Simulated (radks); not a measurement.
The numbers below are computed, except where a source is named.
All-electron atom: Ca+ in [Ar] 4s1 (the NIST ground configuration).

Code: a radial shooting solver on a logarithmic mesh with Libxc functionals. Model: Dirac Kohn-Sham, PBE, spin-unpolarised, spherical densities, finite nucleus; Fermi nuclear charge, rms radius 3.4776 fm.

Energy parts (hartree):
| part | energy |
|---|---|
| total | -680.09670 |
| kinetic | 685.45492 |
| electron-nucleus | -1611.30671 |
| Hartree | 281.59449 |
| exchange-correlation | -35.83940 |

Orbitals (lengths in bohr, moments of r in powers of bohr; <r^-3> diverges for s and p1/2):
orbital  occ.  eigenvalue (hartree)  <r^-3>
1s1/2       2             -145.3757       -
2s1/2       2             -15.48246       -
2p1/2       2             -12.64654       -
2p3/2       4             -12.51104   184.3
3s1/2       2              -1.98399       -
3p1/2       2              -1.29120       -
3p3/2       4              -1.27703   19.39
4s1/2       1              -0.32946       -

The highest occupied level is 4s1/2 at -8.965 eV. For comparison, the ionisation energy in NIST's Atomic Spectra Database is 11.872 eV (measured). In exact Kohn-Sham theory the highest level is minus the ionisation energy, but local and semilocal functionals leave it too shallow, through self-interaction and a potential that decays too fast; potentials with the right tail come closer. Summed over all electrons, <r^2> = 30.27 bohr^2, which gives a Langevin (diamagnetic) susceptibility term of -24 x 10^-6 cm^3/mol.

Beside tabulated values, note that spin-unpolarised runs miss the spin-polarisation part of the exchange energy of open shells.
